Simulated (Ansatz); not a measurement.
F₃OW, doublet, at a GFN2-xTB geometry (such geometries of metal compounds can be far from the true shape) (the multiplicity is a formal guess) (core potentials on W). Base run: Ansatz (a program for electronic structure) with CAM-B3LYP/def2-SVP.

Ansatz was given this input:
Ansatz 0.2 input:
```yaml
crystal:
  periodic: [false, false, false]
  atoms:
    - {symbol: W, position_ang: [0.07932574, 0.06417349, 0.03898352]}
    - {symbol: O, position_ang: [1.20918955, 0.69106163, -1.03814659]}
    - {symbol: F, position_ang: [0.88348104, -1.49232423, 0.63907654]}
    - {symbol: F, position_ang: [-1.40682802, -1.04599083, -0.16772679]}
    - {symbol: F, position_ang: [-1.20372208, 1.39638939, 0.13091607]}
basis:
  gaussian:
    orbitals: def2-SVP
hamiltonian:
  xc: cam_b3lyp
magnetization: {spin_polarized: true, initial_magnetization: 1}
```

The base run was repeated with changes; each row names its change, and settings that it needs were set with it.

| change | basis functions | E (Eh) | core-seconds (rough) |
|---|---|---|---|
| base | 88 | -441.56624 | 5 |
| basis = def2-SV(P) | 81 | -441.51970 | 4 |
| basis = def2-SVPD | 127 | -441.59898 | 10 |
| basis = def2-TZVP | 164 | -442.05384 | 7 |
| basis = def2-TZVPP | 180 | -442.06326 | 10 |
| basis = def2-TZVPD | 203 | -442.05822 | 20 |
| basis = def2-QZVP | 300 | -442.08616 | 20 |
| basis = def2-QZVPP | 309 | -442.08624 | 30 |

Totals compare only among sets that treat the same electrons; sets with core potentials leave the core out.
